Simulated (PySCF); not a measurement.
Vertical excitations of a molecule C3H5ClF2 from TDDFT-PBE/def2-SVPD (PySCF), as energy in eV (oscillator strength): 6.92 (0.004), 6.98 (0.004), 7.42 (0.007), 7.43 (0.009), 7.94 (0.003), 8.18 (0.001), 8.19 (0.009), 8.42 (0.003), 8.46 (0.032), 8.59 (0.032). Lowest triplet (TDA): 6.31 eV. The structure is a stationary point at ωB97X-D3(BJ)/def2-SVP. One conformer was computed; it need not be the lowest.

Pick the molecule that these values belong to.
(A) FC(F)CCCl
(B) CC(F)(F)CCl
(C) C[C@@H](Cl)C(F)F
(D) CCC(F)(F)Cl

B, CC(F)(F)CCl
